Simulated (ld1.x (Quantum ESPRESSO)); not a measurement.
**rhodium, PAW: configuration errors across variants**

| Property | Result |
| --- | --- |
| Element | Rh (Z = 45) |
| Generator | ld1.x (Quantum ESPRESSO) 7.5 |
| Type | PAW |
| Functional | PBE |
| Relativity | scalar-relativistic |
| Frozen core | [Kr] |
| Valence charge | 9 |
| Reference configuration | 4d8 5s0.5 5p0 (charge +0.5) |
| Partial waves | 5s (bound): rcut 2.55, rcutus 3.00 bohr; 5s channel at -0.2 Ry: rcut 2.55, rcutus 3.00 bohr; 5p (bound, empty): rcut 2.50, rcutus 2.85 bohr; 5p channel at 0.6 Ry: rcut 2.50, rcutus 2.85 bohr; 4d (bound): rcut 1.30, rcutus 1.50 bohr; 4d channel at 0.05 Ry: rcut 1.30, rcutus 1.50 bohr; 4f channel at 0.2 Ry: rcut 2.25, rcutus 2.80 bohr |
| Local potential | all-electron potential smoothed inside 1.50 bohr (lloc = -1) |
| Core correction | Bessel-smoothed model core, default radius (core density twice the valence density) |
| Augmentation charge | BESSEL, radius 1.10 bohr |

All-electron excitation energies from the reference (eV): (1) 4d8 5s1 5p0 -2.919; (2) 4d8 5s0 5p0 4.541; (3) 4d7 5s0 5p0 24.052.

The overlap operator is not positive definite (basis up to 400 Ry) in “all radii but the core radius scaled by about 1.09 (s 3.26, p 3.10, d 1.62, f 3.04 bohr, rcut 2.76/2.72/1.42/2.44); local potential all-electron potential smoothed inside 1.62 bohr (lloc = -1); augmentation BESSEL, radius 1.20 bohr”, “all radii but the core radius scaled by about 1.39 (s 4.16, p 3.94, d 2.08, f 3.88 bohr, rcut 3.52/3.46/1.80/3.12); local potential all-electron potential smoothed inside 2.08 bohr (lloc = -1); augmentation BESSEL, radius 1.52 bohr”. Such files are unfit for use, however small their errors in these radial tests.

2 further variants failed, have other tests or too few solved ones, and are left out.

A true bound ghost makes a file unfit for plane-wave use even where its test errors are small: the radial tests pick states by their node count and pass the ghost by.

Errors AE − PS in meV (a dash: test not solved or not reliable):

```tsv
change	(1)	(2)	(3)	bound ghosts
base	+15	+25	-46	s, p
all radii but the core radius scaled by about 1.09 (s 3.26, p 3.10, d 1.62, f 3.04 bohr, rcut 2.76/2.72/1.42/2.44); local potential all-electron potential smoothed inside 1.62 bohr (lloc = -1); augmentation BESSEL, radius 1.20 bohr	+4.7	+5.9	-66	not determined (overlap not positive)
all radii but the core radius scaled by about 1.18 (s 3.54, p 3.38, d 1.78, f 3.32 bohr, rcut 3.02/2.96/1.54/2.66); local potential all-electron potential smoothed inside 1.78 bohr (lloc = -1); augmentation BESSEL, radius 1.30 bohr	+11	+18	-65	s
all radii but the core radius scaled by about 1.24 (s 3.72, p 3.54, d 1.86, f 3.48 bohr, rcut 3.16/3.10/1.62/2.80); local potential all-electron potential smoothed inside 1.86 bohr (lloc = -1); augmentation BESSEL, radius 1.36 bohr	+9.0	+20	-68	s
all radii but the core radius scaled by about 1.39 (s 4.16, p 3.94, d 2.08, f 3.88 bohr, rcut 3.52/3.46/1.80/3.12); local potential all-electron potential smoothed inside 2.08 bohr (lloc = -1); augmentation BESSEL, radius 1.52 bohr	-0.5	+5.9	-75	not determined (overlap not positive)
```

Question: Give the same row for: all radii but the core radius scaled by about 0.96 (s 2.86, p 2.72, d 1.44, f 2.68 bohr, rcut 2.44/2.40/1.24/2.16); local potential all-electron potential smoothed inside 1.44 bohr (lloc = -1); augmentation BESSEL, radius 1.06 bohr.

Answer: –, –, –; bound ghosts: s, p.
